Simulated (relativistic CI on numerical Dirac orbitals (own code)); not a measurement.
From line strength to rate: Se 2062.78 Å (air)

Problem. For 4s2.4p4 3P_0 – 4s2.4p3.5s 3S°_1 of Se a semi-empirical relativistic CI calculation gives the line strength S = 0.7872 e²a₀² in the length gauge. The measured levels are 2534.36 and 50997.16 cm⁻¹ (NIST Handbook). Find gf, f, A and the partial lifetime.

Working.
1. σ = 50997.16 − 2534.36 = 48462.80 cm⁻¹, so the vacuum wavelength is 10⁸/σ = 2063.44 Å.
2. gf = 303.756 S/λ(Å) = 0.1159, log gf = -0.936; with g = 1 for the lower level, f = 0.116.
3. A = 2.02613 × 10¹⁸ S/(g_u λ³) with g_u = 3: A = 6.05 × 10^7 s⁻¹.
4. The partial lifetime for this S is 1/A = 16.5 ns; in the calculation this line carries 10 % of the decay of the upper level.

Check. The Handbook lists A = 3.30 × 10^7 s⁻¹, a tabulated value with its own uncertainty (a few per cent for the best lines, 25 % or more for others); ours lies 83 % above it. The velocity form of the same calculation gives S = 0.518, and the gap between the two forms is a rough gauge of the error in S. A miss this large is common for lines of near-neutral atoms, where core polarisation and correlation outside the CI space change S. With the computed energy (49070 cm⁻¹) in place of the measured one the rate would change by the factor (σ_calc/σ)³ = 1.04.
